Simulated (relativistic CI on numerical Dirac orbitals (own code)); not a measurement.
## Slater and spin-orbit integrals, Dy44+

Calculated at this level of theory: Dirac-Coulomb-Breit CI, orbitals from a KLI potential per configuration, model QED, unscaled Slater integrals (own radial code, finite nucleus).

Slater integrals F^k, G^k are unscaled and averaged over j, outside the closed core [Ne]; ζ comes from projecting the Hamiltonian with its Breit term on Σ l·s of the shell.

- 3s2 3p6 3d4: F^2(3d,3d) = 525250, F^4(3d,3d) = 339330, ζ(3d) = 135810 cm⁻¹; <r>(3d) = 0.1946, <r^2>(3d) = 0.04389 (bohr units).
- 3s2 3p5 3d5: ζ(3p) = 1.0126e+06, F^2(3d,3d) = 524390, F^4(3d,3d) = 338750, F^2(3p,3d) = 453750, G^1(3p,3d) = 482680, G^3(3p,3d) = 322520, ζ(3d) = 134560 cm⁻¹; <r>(3p) = 0.2182, <r^2>(3p) = 0.0551, <r>(3d) = 0.1949, <r^2>(3d) = 0.04402 (bohr units).
- 3s 3p6 3d5: F^2(3d,3d) = 524090, F^4(3d,3d) = 338550, G^2(3s,3d) = 367700, ζ(3d) = 135220 cm⁻¹; <r>(3s) = 0.2223, <r^2>(3s) = 0.05644, <r>(3d) = 0.195, <r^2>(3d) = 0.04407 (bohr units).

Task: Give the Racah parameters of the d shell in 3s2 3p6 3d4.

Result: B = F²/49 − 5F⁴/441 = 6872 cm⁻¹ and C = 35F⁴/441 = 26931 cm⁻¹.

Averages of the first 10 configurations, taken without configuration mixing, which lowers the lowest level and can move excited configurations by several eV; other configurations of the list can lie among them:

| Configuration | Parity | States | Average energy above the lowest level (eV) |
| --- | --- | --- | --- |
| 3s2 3p6 3d4 | even | 210 | 108.8 |
| 3s2 3p5 3d5 | odd | 1512 | 468.0 |
| 3s 3p6 3d5 | even | 504 | 784.2 |
| 3s2 3p6 3d3 4s | even | 240 | 1533.8 |
| 3s2 3p6 3d3 4p | odd | 720 | 1652.9 |
| 3s2 3p6 3d3 4d | even | 1200 | 1793.4 |
| 3s2 3p5 3d4 4s | odd | 2520 | 1883.9 |
| 3s2 3p6 3d3 4f | odd | 1680 | 1907.4 |
| 3s 3p6 3d4 4s | even | 840 | 2202.1 |
| 3p6 3d5 4p | odd | 1512 | 2996.1 |
